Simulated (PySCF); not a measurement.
**Charge-transfer reorganisation: `O=Cc1ccc[o+]c1`, [C$_{6}$H$_{5}$O$_{2}$]+, charge +1**

Geometry (Å), atoms numbered from 1 in this order:
```xyz
13

O     2.8570    0.6761    0.0467
C     2.0949   -0.2155   -0.1846
C     0.6115   -0.0332    0.0136
C    -0.3414   -1.0321   -0.2144
C    -1.6962   -0.7576    0.0064
C    -2.0418    0.4996    0.4418
O    -1.1171    1.4230    0.6469
C     0.1614    1.1986    0.4514
H     2.4154   -1.2174   -0.5528
H    -0.0279   -2.0223   -0.5631
H    -2.4756   -1.5049   -0.1561
H    -3.0518    0.8573    0.6553
H     0.8081    2.0552    0.6643
```

Total charge +1.

Method: UKS PBE0/def2-SVP four-point reorganisation energy, gas phase (PySCF). Geometry: PBE0/def2-SVP.

(1) What is the inner reorganisation energy for electron transfer, with the electron affinity?

## Answers

(1) λ = 0.193 (surface of the reduced species) + 0.188 (surface of the starting species) = 0.381 eV. The electron affinity is 6.30 eV vertical and 6.49 eV adiabatic without zero-point energy; at the relaxed geometry of the reduced species the two energies differ by 6.68 eV. Largest bond changes: C6–O7 1.323 → 1.376 Å, O7–C8 1.313 → 1.345 Å, C3–C4 1.399 → 1.431 Å, C2–C3 1.508 → 1.480 Å, C8–C3 1.383 → 1.364 Å. ⟨S²⟩ of the relaxed reduced species 0.787.
